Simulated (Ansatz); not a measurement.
Mulliken charges of AlH5SSn, SMILES `[AlH2][S][SnH3]` from PBE/def2-TZVPP in Ansatz (PBE0-D4/def2-TZVP geometry).

| atom | x (Å) | y (Å) | z (Å) | charge (e) |
| --- | --- | --- | --- | --- |
| Al1 | -0.967 | 1.149 | -1.256 | 0.346 |
| S2 | -1.236 | 0.537 | 0.809 | -0.388 |
| Sn3 | 0.701 | -0.882 | 1.031 | 0.571 |
| H4 | 0.287 | 0.592 | -2.051 | -0.121 |
| H5 | -2.034 | 2.127 | -1.887 | -0.107 |
| H6 | 0.593 | -2.155 | -0.098 | -0.100 |
| H7 | 0.642 | -1.469 | 2.629 | -0.100 |
| H8 | 2.106 | 0.045 | 0.766 | -0.100 |

Question: By hand: the dipole of these point charges (1 e Å = 4.8032 D).

Answer: Σ q r = (0.394, -0.256, -0.039) e Å, of length 0.471 e Å = 2.26 D.

Question: How does the dipole of the full density compare? (Best estimate.)

Answer: Computed: (0.223, -0.140, -0.034) e Å, 1.28 D; the point charges give 1.77 times that, at 3° from its direction.

Point charges leave out the atoms' own dipoles, such as those of lone pairs, and Mulliken's split depends on the basis, so the two needn't agree.
